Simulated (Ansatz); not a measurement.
Level of theory: B3LYP-D3(BJ)/def2-SVP run with Ansatz (a program for electronic structure). No frequencies were computed at this level.

Ansatz 0.2 input:
```yaml
crystal:
  periodic: [false, false, false]
  atoms:
    - { symbol: O, position_ang: [3.150384, 1.4472, 0.309613] }
    - { symbol: C, position_ang: [2.799533, 0.319435, 0.081155] }
    - { symbol: C, position_ang: [1.403715, -0.12858, -0.017281] }
    - { symbol: C, position_ang: [1.035015, -1.400623, -0.274863] }
    - { symbol: Si, position_ang: [-0.854273, -1.53949, -0.314211] }
    - { symbol: C, position_ang: [-0.918116, 0.317284, 0.058116] }
    - { symbol: C, position_ang: [-2.164271, 1.098939, 0.207454] }
    - { symbol: F, position_ang: [-2.928829, 1.041429, -0.904493] }
    - { symbol: F, position_ang: [-1.979129, 2.400263, 0.469856] }
    - { symbol: F, position_ang: [-2.941677, 0.6185, 1.201988] }
    - { symbol: C, position_ang: [0.312213, 0.828714, 0.168242] }
    - { symbol: H, position_ang: [3.535576, -0.493698, -0.07767] }
    - { symbol: H, position_ang: [1.764801, -2.178382, -0.426557] }
    - { symbol: H, position_ang: [-1.387308, -2.339824, 0.782563] }
    - { symbol: H, position_ang: [-1.37259, -1.85333, -1.641021] }
    - { symbol: H, position_ang: [0.544955, 1.862165, 0.37711] }
basis:
  gaussian: { orbitals: def2-svp }
hamiltonian:
  xc: b3lyp
  dispersion: d3bj
relax:
  max_steps: 150
```

Output:

```
Functional definition: B3LYP
2013 factors; integrals over basis functions are off by at most 4.5e-4 eV
mean field evaluation 1: about -24353.4228 eV, gradient 6.7e1 eV
mean field evaluation 2: about -24344.4987 eV, gradient 9.5e1 eV
mean field evaluation 4: about -24362.9115 eV, gradient 6.9e0 eV
mean field evaluation 8: about -24363.0674 eV, gradient 2.8e-1 eV
mean field evaluation 16: about -24363.0676 eV, gradient 8.9e-5 eV
mean field -24363.06763971 eV, -895.3262218790 hartree, gradient 4.7e-5 eV, S^2 0.000000; 0 other end points of the search recorded, 0 dependent functions left out
reference -24363.06790624 eV, -895.3262316736 hartree; 45, 45 occupied and 138, 138 virtual orbitals, 2013 factors
relax step   1: F+E_penalty+E_count = -24363.88906940 eV  Δ(F+E_penalty+E_count) = +0.000e0 eV  max|allowed force component| = 1.094e0 eV/Å  Δτ_max = 0.0000 Å  (30 SCF iters, accepted)
these checks for a lower state are left out or cut short: starts, cluster_reference, orbital_swaps, neighbouring_geometries, increment
2013 factors; integrals over basis functions are off by at most 4.4e-4 eV
mean field -24363.18194590 eV, -895.3304225541 hartree, gradient 2.6e-5 eV, S^2 0.000000; 0 other end points of the search recorded, 0 dependent functions left out
reference -24363.18221350 eV, -895.3304323882 hartree; 45, 45 occupied and 138, 138 virtual orbitals, 2013 factors
relax step   2: F+E_penalty+E_count = -24363.99754040 eV  Δ(F+E_penalty+E_count) = -1.085e-1 eV  max|allowed force component| = 3.185e-1 eV/Å  Δτ_max = 0.0543 Å  (33 SCF iters, accepted)
these checks for a lower state are left out or cut short: starts, cluster_reference, orbital_swaps, neighbouring_geometries, increment
2013 factors; integrals over basis functions are off by at most 4.4e-4 eV
mean field evaluation 32: about -24363.1894 eV, gradient 2.7e-5 eV
mean field -24363.18944014 eV, -895.3306979621 hartree, gradient 2.7e-5 eV, S^2 0.000000; 0 other end points of the search recorded, 0 dependent functions left out
reference -24363.18970842 eV, -895.3307078213 hartree; 45, 45 occupied and 138, 138 virtual orbitals, 2013 factors
relax step   3: F+E_penalty+E_count = -24364.00365492 eV  Δ(F+E_penalty+E_count) = -6.115e-3 eV  max|allowed force component| = 1.066e-1 eV/Å  Δτ_max = 0.0163 Å  (33 SCF iters, accepted)
these checks for a lower state are left out or cut short: starts, cluster_reference, orbital_swaps, neighbouring_geometries, increment
2013 factors; integrals over basis functions are off by at most 4.4e-4 eV
mean field -24363.18996978 eV, -895.3307174260 hartree, gradient 2.7e-5 eV, S^2 0.000000; 0 other end points of the search recorded, 0 dependent functions left out
reference -24363.19023797 eV, -895.3307272819 hartree; 45, 45 occupied and 138, 138 virtual orbitals, 2013 factors
relax step   4: F+E_penalty+E_count = -24364.00407662 eV  Δ(F+E_penalty+E_count) = -4.217e-4 eV  max|allowed force component| = 8.620e-2 eV/Å  Δτ_max = 0.0080 Å  (35 SCF iters, accepted)
these checks for a lower state are left out or cut short: starts, cluster_reference, orbital_swaps, neighbouring_geometries, increment
2013 factors; integrals over basis functions are off by at most 4.4e-4 eV
mean field -24363.19013350 eV, -895.3307234426 hartree, gradient 2.7e-5 eV, S^2 0.000000; 0 other end points of the search recorded, 0 dependent functions left out
reference -24363.19040160 eV, -895.3307332951 hartree; 45, 45 occupied and 138, 138 virtual orbitals, 2013 factors
relax step   5: F+E_penalty+E_count = -24364.00419523 eV  Δ(F+E_penalty+E_count) = -1.186e-4 eV  max|allowed force component| = 6.136e-2 eV/Å  Δτ_max = 0.0082 Å  (34 SCF iters, accepted)
these checks for a lower state are left out or cut short: starts, cluster_reference, orbital_swaps, neighbouring_geometries, increment
2013 factors; integrals over basis functions are off by at most 4.4e-4 eV
mean field -24363.19028805 eV, -895.3307291222 hartree, gradient 2.3e-5 eV, S^2 0.000000; 0 other end points of the search recorded, 0 dependent functions left out
reference -24363.19055618 eV, -895.3307389758 hartree; 45, 45 occupied and 138, 138 virtual orbitals, 2013 factors
relax step   6: F+E_penalty+E_count = -24364.00440233 eV  Δ(F+E_penalty+E_count) = -2.071e-4 eV  max|allowed force component| = 8.130e-3 eV/Å  Δτ_max = 0.0029 Å  (27 SCF iters, accepted)
2013 factors; integrals over basis functions are off by at most 4.4e-4 eV
mean field evaluation 64: about -24363.1903 eV, gradient 8.2e-2 eV
mean field -24363.19028805 eV, -895.3307291222 hartree, gradient 2.3e-5 eV, S^2 0.000000; 1 other end points of the search recorded, 0 dependent functions left out
reference -24363.19055618 eV, -895.3307389758 hartree; 45, 45 occupied and 138, 138 virtual orbitals, 2013 factors
Total energy: -24364.00467046 eV, -895.3606571240 hartree
Atom 0 at     3.123849     1.461725     0.312332 Å, force    -0.001073     0.000189     0.000716 eV/Å
Atom 1 at     2.808666     0.317959     0.080958 Å, force    -0.001318    -0.002992    -0.002640 eV/Å
Atom 2 at     1.402734    -0.145317    -0.020654 Å, force     0.002393     0.002114     0.001237 eV/Å
Atom 3 at     1.060132    -1.433298    -0.281260 Å, force     0.008130     0.001833     0.000318 eV/Å
Atom 4 at    -0.823492    -1.525174    -0.311152 Å, force    -0.006515    -0.005220    -0.001241 eV/Å
Atom 5 at    -0.959034     0.320509     0.058501 Å, force    -0.003945     0.003151     0.000636 eV/Å
Atom 6 at    -2.195736     1.138162     0.215139 Å, force     0.002929    -0.007452    -0.001520 eV/Å
Atom 7 at    -2.950748     1.092307    -0.901882 Å, force    -0.000073     0.001712     0.000535 eV/Å
Atom 8 at    -1.943385     2.430569     0.476174 Å, force     0.001429     0.003998     0.000803 eV/Å
Atom 9 at    -2.963671     0.666470     1.218963 Å, force    -0.000050     0.001774     0.000167 eV/Å
Atom 10 at     0.289762     0.819474     0.166236 Å, force     0.003512     0.001047     0.000354 eV/Å
Atom 11 at     3.575373    -0.483251    -0.075344 Å, force    -0.002430     0.001953     0.001033 eV/Å
Atom 12 at     1.817471    -2.207216    -0.431997 Å, force    -0.001867     0.001108     0.000279 eV/Å
Atom 13 at    -1.388795    -2.399448     0.752014 Å, force     0.000411     0.000283    -0.001498 eV/Å
Atom 14 at    -1.374265    -1.920110    -1.635887 Å, force     0.000347    -0.000347     0.001522 eV/Å
Atom 15 at     0.521136     1.866640     0.377858 Å, force    -0.001880    -0.003151    -0.000701 eV/Å
Dipole moment:     0.193477    -0.729146    -0.145147 e Å
```

Cost: roughly 50 core-seconds.
